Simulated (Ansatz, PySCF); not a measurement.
Process, species as SMILES: CB(F)F [difluoro(methyl)borane] + 3 [H][H] (H2) → B (BH3) + C (CH4) + 2 F (HF)
Geometries: B3LYP-D3(BJ)/def2-TZVP minima from Ansatz (a quantum-chemistry and plane-wave program).

Property: energy of full hydrogenation (electronic energy difference), in kcal/mol. Valence correlation only, unless marked. Spin-orbit coupling is left out. No relativistic terms. CBS(X,Y): correlation extrapolated as X^-3; Hartree-Fock from the larger set.

| level | program | energy of full hydrogenation (kcal/mol) |
|---|---|---|
| HF-D4/def2-TZVPD | PySCF + dftd4 | 60.3 |
| B3LYP-D4/def2-TZVPD | Ansatz + dftd4 | 63.3 |
| PBE0-D3(BJ)/def2-TZVP | Ansatz + dftd3 | [?] |
| TPSSh-D3(BJ)/def2-TZVPD | PySCF + dftd3 | [?] |
| wB97M-V/def2-TZVPD | Ansatz | 63.3 |
| B2GP-PLYP/def2-TZVPD | Ansatz | [?] |
| CCSD(T)/CBS(cc-pVTZ,cc-pVQZ) | Ansatz | 62.3 |

**Question.** Complete the blanks.

**Answer.** 
- PBE0-D3(BJ)/def2-TZVP, energy of full hydrogenation (kcal/mol): 64.9
- TPSSh-D3(BJ)/def2-TZVPD, energy of full hydrogenation (kcal/mol): 65.0
- B2GP-PLYP/def2-TZVPD, energy of full hydrogenation (kcal/mol): 63.0
